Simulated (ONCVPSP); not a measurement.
**An all-electron radial function and its pseudo partner (erbium)**

Columns: radius, all-electron u(r) and pseudo u(r) of the 5s shell (level -59.13 eV) of erbium in the configuration [Kr] 4d10 4f11 5s2 5p6 5d1 6s1.5; PBE, scalar-relativistic, ONCV scheme, ONCVPSP 4.0.1.

```json
{"r (bohr)": "0.165", "all-electron": "0.3849", "pseudo": "0.2283"}
{"r (bohr)": "0.330", "all-electron": "-0.4221", "pseudo": "0.4426"}
{"r (bohr)": "0.495", "all-electron": "-0.4096", "pseudo": "0.6293"}
{"r (bohr)": "0.660", "all-electron": "0.2429", "pseudo": "0.7760"}
{"r (bohr)": "0.825", "all-electron": "0.7750", "pseudo": "0.8731"}
{"r (bohr)": "0.990", "all-electron": "1.0247", "pseudo": "0.9157"}
{"r (bohr)": "1.155", "all-electron": "1.0585", "pseudo": "0.9049"}
{"r (bohr)": "1.320", "all-electron": "0.9704", "pseudo": "0.8476"}
{"r (bohr)": "1.485", "all-electron": "0.8302", "pseudo": "0.7560"}
{"r (bohr)": "1.650", "all-electron": "0.6795", "pseudo": "0.6445"}
{"r (bohr)": "1.815", "all-electron": "0.5397", "pseudo": "0.5277"}
{"r (bohr)": "1.980", "all-electron": "0.4198", "pseudo": "0.4173"}
{"r (bohr)": "2.145", "all-electron": "0.3215", "pseudo": "0.3213"}
{"r (bohr)": "2.310", "all-electron": "0.2434", "pseudo": "0.2433"}
{"r (bohr)": "2.475", "all-electron": "0.1827", "pseudo": "0.1826"}
{"r (bohr)": "2.640", "all-electron": "0.1362", "pseudo": "0.1361"}
{"r (bohr)": "2.805", "all-electron": "0.1010", "pseudo": "0.1010"}
{"r (bohr)": "2.970", "all-electron": "0.0746", "pseudo": "0.0745"}
{"r (bohr)": "3.135", "all-electron": "0.0549", "pseudo": "0.0549"}
{"r (bohr)": "3.300", "all-electron": "0.0403", "pseudo": "0.0403"}
{"r (bohr)": "3.465", "all-electron": "0.0295", "pseudo": "0.0295"}
{"r (bohr)": "3.630", "all-electron": "0.0215", "pseudo": "0.0215"}
{"r (bohr)": "3.795", "all-electron": "0.0157", "pseudo": "0.0157"}
{"r (bohr)": "3.960", "all-electron": "0.0114", "pseudo": "0.0114"}
{"r (bohr)": "4.125", "all-electron": "0.0083", "pseudo": "0.0083"}
{"r (bohr)": "4.290", "all-electron": "0.0060", "pseudo": "0.0060"}
```

Task: How many radial nodes do the two functions have?

Result: The all-electron 5s function has n − l − 1 = 4 (the table is too coarse to show those close to the nucleus); the pseudo-wave has 0, since the states of the same l below it are removed with the core.

Task: At about which radius was the pseudo-wave matched?

Result: 2.25 bohr, where the columns begin to agree (steps of 0.17 bohr).

Task: Is the pseudo-wave norm-conserving?

Result: Yes: the ONCV scheme keeps the norm inside the radius equal to the all-electron one, which fixes the energy derivative of the logarithmic derivative at the level.
